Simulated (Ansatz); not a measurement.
Total energies of the cluster Al6Si4 from Ansatz at B97M-V/def2-TZVP, gas phase (1 Eh = 27.2114 eV = 2625.5 kJ/mol). The reference geometry is relaxed at r2SCAN-D4/def2-SVP.

```xyz
10

Al    0.701    0.196   -2.107
Al    1.472   -1.692   -0.374
Al   -0.188    1.949    1.741
Al   -0.631   -2.249   -1.823
Al   -0.770   -0.196    3.192
Al   -0.808   -0.415    0.358
Si    1.453    1.083    0.022
Si    1.365   -0.558    1.768
Si   -1.772   -0.005   -2.036
Si   -0.822    1.887   -0.742
```

```json
{"state": "charge 0 singlet", "geometry": "reference", "energy (Eh)": "-2612.06827"}
{"state": "charge 1 doublet", "geometry": "reference", "energy (Eh)": "-2611.82603"}
{"state": "charge -1 doublet", "geometry": "reference", "energy (Eh)": "-2612.15358"}
{"state": "free Al atom (doublet)", "geometry": "–", "energy (Eh)": "-242.29739"}
{"state": "free Si atom (triplet)", "geometry": "–", "energy (Eh)": "-289.29103"}
```

**Question.** Work out the vertical ionisation energy to the doublet.

**Answer.** E(charge 1 doublet) − E(charge 0 singlet) = -2611.82603 − (-2612.06827) = 0.24224 Eh = 6.59 eV. For comparison, −ε of the highest occupied level is 4.93 eV at this level, 1.66 eV less.

**Question.** Work out the vertical electron affinity, to the doublet.

**Answer.** E(charge 0 singlet) − E(charge -1 doublet) = -2612.06827 − (-2612.15358) = 0.08531 Eh = 2.32 eV. The basis lacks diffuse functions, which makes affinities too small.

**Question.** Give the fundamental gap IE − EA, the Mulliken electronegativity (IE + EA)/2 and the hardness (IE − EA)/2.

**Answer.** From the values in Eh: IE − EA = 0.24224 − 0.08531 = 0.15693 Eh = 4.27 eV; (IE + EA)/2 = 4.46 eV; (IE − EA)/2 = 2.14 eV. The HOMO–LUMO gap of the same run is 0.94 eV, 3.33 eV smaller than the fundamental gap.

**Question.** What is the binding energy per atom against free atoms?

**Answer.** Atoms: 6 × (-242.29739) + 4 × (-289.29103) = -2610.94846 Eh. Binding: -2610.94846 − (-2612.06827) = 1.11981 Eh = 30.47 eV, or 3.05 eV for each of 10 atoms (no zero-point energy, no counterpoise term).

The restricted singlet is unstable towards broken spin symmetry in Hartree–Fock (as tested in another run); at B97M-V/def2-TZVP this wasn't settled.  

The structure comes from a short search, and lower isomers may exist.
